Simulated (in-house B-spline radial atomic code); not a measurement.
**Ionising neutral scandium with different functionals**

Computed with a B-spline radial code for spherical atoms: non-relativistic Hamiltonian, point nucleus, spin-polarised at highest spin, spherical fractional occupations for the functionals, the average over the highest-spin determinants for Hartree-Fock. The ionisation energy is the difference of two self-consistent energies, [Ar] 3d1 4s2 → [Ar] 3d1 4s1, without Breit or QED terms; ε is the level of the shell that loses the electron (its least bound occupied spin orbital).

Hybrids are left out here: with spherical fractional occupations of an open shell their exact exchange keeps a self-interaction that integer-occupation calculations don't have.

```csv
method,rung,ΔSCF (eV),-ε(4s) (eV)
Hartree-Fock,Hartree-Fock,5.35,5.55
LDA VWN5,LDA,6.60,4.11
LDA PW92,LDA,6.61,4.11
LDA exchange-only,LDA,5.39,3.19
PBE,GGA,6.42,4.00
PBEsol,GGA,6.37,4.00
BLYP,GGA,6.47,3.89
RPBE,GGA,6.40,3.96
PW91,GGA,6.45,4.03
BP86,GGA,6.56,4.12
AM05,GGA,6.31,3.93
OLYP,GGA,6.31,3.74
TPSS,meta-GGA,6.32,4.01
SCAN,meta-GGA,6.17,4.07
r2SCAN,meta-GGA,6.15,4.06
M06-L,meta-GGA,6.62,4.07
revTPSS,meta-GGA,6.34,4.06
```

(1) How do they compare with the NIST value?

Answers

(1) NIST lists 6.561 eV (measured, ground level to ground level). Errors run from -1.21 to +0.05 eV; BP86 is closest (-0.00 eV), but part of that can be cancellation, since the calculations leave out relativity, Breit-QED terms, multiplet and fine-structure energies. Hartree-Fock also lacks correlation.
